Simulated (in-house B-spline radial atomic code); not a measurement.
## Si3+: [Ne] 3p1 (an excited or competing configuration)

Computed with an all-electron radial atomic-structure program (B-spline basis): non-relativistic AM05, spin-polarised, spherical fractional occupations, point nucleus.

Screening seen three ways: the hydrogenic charge with the same mean radius, Z_r = [3n² - l(l+1)]/(2<r>), the one with the same energy, Z_e = n√(-2ε), and Slater's rules. Values are occupation-weighted means over spin.

```csv
shell,electrons,ε (eV),<r> (bohr),Z_r,Z_e,Slater
1s,2,-1813.1,0.1119,13.40,11.54,13.70
2s,2,-175.72,0.5689,10.55,7.19,9.85
2p,6,-132.96,0.5346,9.35,6.25,9.85
3p,1,-32.133,2.036,6.14,4.61,5.20
```

The least bound orbital is 3p up at -32.13 eV, and it is also the most diffuse (<r> = 2.036 bohr).
